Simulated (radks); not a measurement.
Kinetic energies: the exact non-interacting value of the Kohn-Sham orbitals and orbital-free approximations, as 100 (|E| - |E exact|)/|E exact|, negative where the magnitude is too small. Species: Cu [Ar] 3d10 4s1; In3+ [Kr] 4d10; He+ 1s1; Re+ [Xe] 4f14 5d5 6s1; B4+ 1s1. Calculated with a radial shooting solver on a logarithmic mesh with Libxc functionals: non-relativistic Kohn-Sham, LDA (Slater exchange, Perdew-Wang correlation), spin-polarised, spherical densities, point nucleus. Every spin shell is full or empty, so the densities are truly spherical. Functionals are evaluated on that one density, not self-consistently.

| functional | Cu | In3+ | He+ | Re+ | B4+ |
|---|---|---|---|---|---|
| exact (hartree) | 1635.99 | 5732.10 | 1.92380 | 15774.5 | 12.2920 |
| Thomas-Fermi | -6.46 | -5.32 | -8.60 | -4.75 | -8.37 |
| von Weizsacker | -50.14 | -58.19 | 0.00 | -63.82 | 0.00 |
| TF + vW | +43.39 | +36.48 | +91.40 | +31.43 | +91.63 |
| TF + vW/9 | -0.92 | -0.68 | +2.51 | -0.73 | +2.75 |
| TF + vW/5 | +3.51 | +3.04 | +11.40 | +2.49 | +11.63 |
| LC94 | -0.16 | +0.07 | +2.03 | -0.02 | +2.24 |
| revAPBEK | +0.18 | +0.30 | +2.77 | +0.15 | +2.98 |
| Perdew 92 | -0.91 | -0.67 | +2.53 | -0.72 | +2.77 |
| Thakkar | -0.59 | -0.57 | +2.24 | -0.80 | +2.44 |
| LKT | +23.57 | +19.32 | +62.25 | +16.27 | +62.59 |
| PG1 | +18.66 | +15.19 | +54.88 | +12.68 | +55.26 |
| DePristo-Kress | -0.24 | -0.09 | +2.63 | -0.23 | +2.92 |
| Ernzerhof | -0.53 | -0.39 | +6.35 | -0.51 | +6.67 |
